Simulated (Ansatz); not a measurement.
`IC1CCO1` at its PBE0-D4/def2-TZVP geometry, where that method's forces vanish. The species carries charge 0 and has multiplicity 1. I: def2 effective core potential.

```
atom    x (Å)    y (Å)    z (Å)
  I1  -1.0172   0.7455  -2.4261
  C2  -0.5209   0.8125  -0.2819
  C3  -0.4848  -0.5651   0.3643
  C4   1.0293  -0.3494   0.3252
  O5   0.8309   1.0326  -0.0460
  H6  -1.1708   1.6006   0.0906
  H7  -0.8950  -1.3979  -0.1994
  H8  -0.8980  -0.5526   1.3741
  H9   1.5764  -0.4310   1.2650
 H10   1.5501  -0.8953  -0.4658
```

(1) For each bond, give half the difference of the two atoms' forces along it (eV/Å; positive pushes the atoms apart) under PBE-D4, r2SCAN-D4, B3LYP-D4, ωB97M-V in def2-TZVPP. (Estimate.)

Answers

(1) The calculation gave: 
```json
{"bond": "I1–C2", "length (Å)": "2.202", "PBE-D4": "0.23", "r2SCAN-D4": "0.24", "B3LYP-D4": "0.21", "ωB97M-V": "-0.22"}
{"bond": "C2–C3", "length (Å)": "1.522", "PBE-D4": "0.03", "r2SCAN-D4": "0.07", "B3LYP-D4": "0.20", "ωB97M-V": "0.24"}
{"bond": "C2–O5", "length (Å)": "1.390", "PBE-D4": "0.45", "r2SCAN-D4": "0.26", "B3LYP-D4": "0.29", "ωB97M-V": "0.29"}
{"bond": "C2–H6", "length (Å)": "1.087", "PBE-D4": "0.01", "r2SCAN-D4": "-0.14", "B3LYP-D4": "-0.27", "ωB97M-V": "-0.20"}
{"bond": "C3–C4", "length (Å)": "1.530", "PBE-D4": "0.08", "r2SCAN-D4": "0.14", "B3LYP-D4": "0.27", "ωB97M-V": "0.23"}
{"bond": "C3–H7", "length (Å)": "1.086", "PBE-D4": "0.06", "r2SCAN-D4": "-0.08", "B3LYP-D4": "-0.12", "ωB97M-V": "-0.12"}
{"bond": "C3–H8", "length (Å)": "1.091", "PBE-D4": "0.07", "r2SCAN-D4": "-0.06", "B3LYP-D4": "-0.12", "ωB97M-V": "-0.14"}
{"bond": "C4–O5", "length (Å)": "1.445", "PBE-D4": "0.48", "r2SCAN-D4": "0.40", "B3LYP-D4": "0.35", "ωB97M-V": "0.22"}
{"bond": "C4–H9", "length (Å)": "1.090", "PBE-D4": "0.04", "r2SCAN-D4": "-0.10", "B3LYP-D4": "-0.19", "ωB97M-V": "-0.16"}
{"bond": "C4–H10", "length (Å)": "1.093", "PBE-D4": "0.05", "r2SCAN-D4": "-0.10", "B3LYP-D4": "-0.16", "ωB97M-V": "-0.14"}
```

B3LYP here is the variant with VWN-RPA as its local correlation; programs differ in this.

Computed with Ansatz.
